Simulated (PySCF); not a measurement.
InGe at M06-L

Level: M06-L. In def2-SVP with ECP28, Ge def2-SVP; scalar-relativistic core potentials (PySCF 2.14).

```json
{
 "state": "⁴Σ⁻ (quartet), unpaired electrons σ ↑, π ↑↑",
 "bond length": "2.689 Å",
 "harmonic wavenumber": "177 cm⁻¹",
 "force constant": "0.832 mdyn/Å",
 "rotational constant Be": "0.05181 cm⁻¹",
 "anharmonicity ωexe": "0.509 cm⁻¹",
 "vibration–rotation constant αe": "0.000212 cm⁻¹",
 "well depth De to In + Ge": "225 kJ/mol",
 "dissociation energy D0": "224 kJ/mol",
 "bond order (Mayer)": "1.34",
 "dipole moment (positive dipole means In(−)Ge(+))": "-1.94 D"
}
```

Spin–orbit coupling is left out, which matters for elements this heavy, above all for dissociation energies. The state is the lowest determinant that a PBE0 search found; another state may lie lower at other levels.
